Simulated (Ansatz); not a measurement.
`OCCOCCO` and `OCCO[SiH3]` differ in one atom or group.

Ansatz, PBE0-D4/def2-TZVP geometries, multiplicity 1. Each molecule was computed in one conformer, which needn't be the lowest.

```csv
property,`OCCOCCO`
LUMO energy (ωB97M-V/def2-TZVPP) / eV,2.27
HOMO energy (ωB97M-V/def2-TZVPP) / eV,-10.30
size of the dipole moment (ωB97M-V/def2-TZVPP) / D,2.68
HOMO–LUMO gap (PBE0/def2-TZVPP) / eV,8.67
LUMO energy (PBE0/def2-TZVPP) / eV,0.82
HOMO–LUMO gap (ωB97M-V/def2-TZVPP) / eV,12.57
```

Q: Give the same properties after the change, and the shifts. (Estimate.)

A: The calculation gave: 
| property | `OCCO[SiH3]` | shift |
| --- | --- | --- |
| LUMO energy (ωB97M-V/def2-TZVPP) / eV | 1.75 | -0.52 |
| HOMO energy (ωB97M-V/def2-TZVPP) / eV | -10.34 | -0.04 |
| size of the dipole moment (ωB97M-V/def2-TZVPP) / D | 1.68 | -1.00 |
| HOMO–LUMO gap (PBE0/def2-TZVPP) / eV | 7.97 | -0.70 |
| LUMO energy (PBE0/def2-TZVPP) / eV | 0.10 | -0.72 |
| HOMO–LUMO gap (ωB97M-V/def2-TZVPP) / eV | 12.08 | -0.49 |

Dipoles are sizes alone; their direction can turn.
